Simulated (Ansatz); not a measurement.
Start from `C[CH2][AlH][OH]` and change one element to get `C[CH2][InH][OH]`.

Ansatz, PBE0-D4/def2-TZVP geometries, multiplicity 1. Each molecule was computed in one conformer, which needn't be the lowest.

Elements past krypton have def2 core potentials.

| property | `C[CH2][AlH][OH]` |
| --- | --- |
| HOMO–LUMO gap (ωB97M-V/def2-TZVPP) / eV | 10.84 |
| HOMO–LUMO gap (PBE0/def2-TZVPP) / eV | 7.07 |
| HOMO–LUMO gap (PBE/def2-TZVPP) / eV | 5.02 |
| HOMO–LUMO gap (B3LYP/def2-TZVPP) / eV | 6.65 |
| HOMO energy (PBE0/def2-TZVPP) / eV | -7.51 |
| HOMO energy (B3LYP/def2-TZVPP) / eV | -7.32 |

Problem. What does the change do to each property? (Estimate.)

Solution. The calculation gave: 
```tsv
property	`C[CH2][InH][OH]`	shift
HOMO–LUMO gap (ωB97M-V/def2-TZVPP) / eV	9.75	-1.09
HOMO–LUMO gap (PBE0/def2-TZVPP) / eV	6.20	-0.87
HOMO–LUMO gap (PBE/def2-TZVPP) / eV	4.29	-0.73
HOMO–LUMO gap (B3LYP/def2-TZVPP) / eV	5.72	-0.93
HOMO energy (PBE0/def2-TZVPP) / eV	-7.30	0.21
HOMO energy (B3LYP/def2-TZVPP) / eV	-7.11	0.21
```

With PBE0 the HOMO rises by 0.21 eV and the LUMO falls by 0.66 eV, so the gap narrows by about 0.87 eV. PBE moves the HOMO by 0.14 eV and ωB97M-V by 0.26 eV.

B3LYP here is the variant with VWN-RPA as its local correlation; programs differ in this.
